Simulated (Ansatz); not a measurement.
Basis-set extrapolation for C3H10OSi, SMILES `C[SiH2]C(C)O` (PBE0-D4/def2-TZVP geometry, frozen core, Ansatz). Multiplicity 1, RHF reference.

```csv
,def2-TZVPP,def2-QZVPP
HF,-483.308398,-483.326804
MP2 correlation,-0.901192,-0.963571
CCSD(T) correlation,-0.993309,not run
```

Energies in hartree. Use E(X) = E(∞) + A·exp(−7.88·√X) for Hartree–Fock and E(X) = E(∞) + B·X^(−2.97) for correlation, with X = 3 and 4, and add CCSD(T) minus MP2 of the smaller set to the MP2 limit.

What is the CCSD(T) energy at the basis-set limit?

HF limit: -483.326804 + (-0.018406) × 0.13774 = -483.32934. MP2 limit: -0.963571 + (-0.062379) × 0.74074 = -1.00978. Higher-order term: -0.993309 − (-0.901192) = -0.09212. Total: -484.43124 hartree, 340.1 kJ/mol below CCSD(T)/def2-TZVPP.
